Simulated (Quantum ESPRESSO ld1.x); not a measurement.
The numbers below are computed, except where a source is named.
Valence configurations of I2+ (all share [Kr]). Code: ld1.x of Quantum ESPRESSO 7.5. Model: scalar-relativistic Kohn-Sham, LDA (Slater exchange, Perdew-Zunger correlation), spin-unpolarised, spherical densities, point nucleus. Energies are relative to 4d10 5s2 5p3; eigenvalues in eV.

valence,E (eV),e(4d),e(5p),e(5s)
4d10 5s2 5p3,0.000,-70.663,-24.729,-36.323
4d10 5s1 5p4,11.668,-71.974,-25.343,-37.086
4d9 5s2 5p4,48.577,-77.715,-26.453,-38.734
4d8 5s2 5p5,102.50,-84.753,-28.116,-41.057
4d9 5p6,73.415,-80.176,-27.587,-
4d10 5p5,23.484,-73.252,-25.934,-
4d8 5s1.5 5p5.5,108.99,-85.350,-28.391,-41.397
4d10 5s1.5 5p3.5,5.816,-71.323,-25.039,-36.708
4d9 5s1.5 5p4.5,54.735,-78.341,-26.743,-39.095
4d9.5 5s1 5p4.5,35.636,-75.468,-26.194,-38.279

NIST lists [Kr] 4d10 5s2 5p3 as the ground configuration; this level of theory agrees among the configurations tried. The energies are those of spherical spin-averaged densities, not of single terms.
